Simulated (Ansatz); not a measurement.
TiS₃⁻. The state is a doublet with charge -1. Geometry PBE0-D4/def2-SVPD.

```xyz
4

Ti    0.317   -0.290    0.259
S     1.681   -1.547    1.378
S    -1.780    0.187   -0.683
S    -0.218    1.649   -0.954
```

At PBE-D4/def2-TZVPD the highest occupied level of the charge -1 doublet lies above zero (up to 0.07 eV). It is a level of α spin, whose loss leaves a singlet; that state wasn't run at this geometry and level. The electron is either unbound and held by the finite basis, or the level is raised by self-interaction error. No other spin state of charge -1 was run. Another isomer (doublet) lies 0.09 eV lower at PBE0-D4/def2-TZVPD; other spin states weren't run for this one.

Question: Estimate the α-spin orbital energies around the gap (eV) in Ansatz with PBE-D4/def2-TZVPD, r2SCAN-D4/def2-TZVPD, PBE0-D4/def2-TZVPD, CAM-B3LYP-D4/def2-TZVPD, ωB97M-V/def2-TZVPD.

Answer: 
```csv
orbital,PBE-D4/def2-TZVPD,r2SCAN-D4/def2-TZVPD,PBE0-D4/def2-TZVPD,CAM-B3LYP-D4/def2-TZVPD,ωB97M-V/def2-TZVPD
HOMO−5,-2.43,-2.67,-3.54,-4.85,-5.76
HOMO−4,-1.80,-2.03,-2.93,-4.22,-5.10
HOMO−3,-1.55,-1.73,-2.53,-3.77,-4.66
HOMO−2,-1.38,-1.55,-2.31,-3.61,-4.64
HOMO−1,-1.11,-1.21,-2.01,-3.49,-4.34
HOMO,0.07,-0.43,-1.94,-3.24,-4.09
LUMO,0.72,0.79,1.60,2.56,3.21
LUMO+1,1.05,1.35,2.19,3.05,3.31
LUMO+2,1.32,1.46,2.47,3.53,3.66
LUMO+3,1.65,1.84,2.64,3.63,3.85
LUMO+4,2.61,2.85,3.15,3.66,3.97
LUMO+5,2.73,3.21,3.23,3.75,4.17
β HOMO,-1.10,-1.23,-2.03,-3.26,-4.10
β LUMO,1.07,1.40,1.97,2.73,3.10
```
